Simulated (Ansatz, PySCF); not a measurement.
Molecule: CHBrCl, charge 0, multiplicity 2. It need not be the lowest isomer of its formula. SMILES: Cl[CH]Br
Coordinates optimised at B3LYP-D3(BJ)/def2-TZVP (Ansatz, an electronic-structure program):
```
C
H 1 1.0788
Cl 1 1.7000 2 117.28
Br 1 1.8695 2 116.57 3 152.58
```
Charge 0, spin multiplicity 2.

Wanted: atomisation energy (electronic, to ground-state atoms), in kJ/mol. Valence correlation only, unless marked. Open shells are spin-unrestricted. No spin-orbit coupling. The frozen core is the preceding noble-gas configuration, with the filled d and f shells of earlier blocks. No relativistic terms. The coupled-cluster limit lacks core correlation, which all-electron functionals hold. CBS marks a two-point X^-3 extrapolation of the correlation energy; Hartree-Fock from the larger set. [CCSD(T)-MP2]/basis is that difference in the basis named.

| level | program | atomisation energy (kJ/mol) |
|---|---|---|
| HF/def2-SVP | Ansatz | 708.7 |
| B3LYP-D3(BJ)/def2-TZVPD | Ansatz + dftd3 | 1069.4 |
| PW6B95-D4/def2-TZVPD | PySCF + dftd4 | 1085.4 |
| PW6B95/def2-TZVPD | PySCF | 1077.9 |

Q: Estimate the value at RI-MP2/CBS(def2-TZVPP,def2-QZVPP)+[CCSD(T)-MP2]/def2-TZVPP as computed with Ansatz.

A: 1063.7 kJ/mol, so PW6B95/def2-TZVPD differs from it by 14.2 kJ/mol.
